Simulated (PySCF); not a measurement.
# Bonding in `[H]/N=C\[C@@H]1CC[C@H]1F`

C₅H₈FN.
Atom-mapped SMILES: `[H]/[N:1]=[CH:2]\[C@@H:3]1[CH2:4][CH2:5][C@H:6]1[F:7]` (hydrogens: H8 on N1; H9 on C2; H10 on C3; H11, H12 on C4; H13, H14 on C5; H15 on C6)

Structure used (GFN2-xTB), in Å, numbered top down from 1:
```
atom  x, y, z in Å
N1     2.4103   -0.9824   -0.5240
C2     1.6290   -0.0406   -0.7871
C3     0.4708    0.4647    0.0175
C4    -0.2293   -0.4912    1.0047
C5    -1.5893   -0.0547    0.4360
C6    -0.8665    0.6332   -0.7267
F7    -1.2435    1.9312   -0.9633
H8     2.2327   -1.4587    0.3606
H9     1.8027    0.4901   -1.7211
H10    0.7576    1.4110    0.4842
H11   -0.0078   -1.5371    0.7952
H12   -0.0670   -0.2956    2.0619
H13   -2.2824   -0.8462    0.1628
H14   -2.0991    0.6726    1.0639
H15   -0.9225    0.1118   -1.6866
```

Bond orders from the PBE0/pcSseg-1 density (PySCF). One conformer (not necessarily the lowest) at the GFN2-xTB geometry, without solvent, vibrations or thermal averaging.

Question: How far do the computed orders between heavy atoms stray from the drawn ones?

Answer: The largest departure is 0.119, at C6–F7 (drawn single, 0.881).

Question: Set the Mayer orders of the bonds beside their lengths.

Answer: 
```tsv
bond	drawn as	length (Å)	Mayer order
N1–C2	double	1.252	2.079
C2–C3	single	1.498	0.962
C3–C4	single	1.542	1.006
C4–C5	single	1.537	1.051
C5–C6	single	1.532	1.034
C6–F7	single	1.372	0.881
C6–C3	single	1.540	0.972
N1–H8	single	1.020	0.934
C2–H9	single	1.088	0.941
C3–H10	single	1.093	0.898
C4–H11	single	1.089	0.938
C4–H12	single	1.087	0.954
C5–H13	single	1.087	0.953
C5–H14	single	1.088	0.934
C6–H15	single	1.094	0.946
```

By pair of heavy elements: C–C: lowest C2–C3 (0.962, 1.498 Å), highest C4–C5 (1.051, 1.537 Å); in 3 of the 10 pairs the longer bond (by over 0.003 Å) has the higher order (by 0.02 or more).

Question: Sum the orders of all bonds at each heavy atom with more than one neighbour and set the sums beside the valence in the SMILES.

Answer: N1 3.013 (drawn 3), C2 3.982 (drawn 4), C3 3.838 (drawn 4), C4 3.949 (drawn 4), C5 3.972 (drawn 4), C6 3.833 (drawn 4). Orders between atoms that aren't bonded are not in these sums.

Mayer orders depend on the basis set.
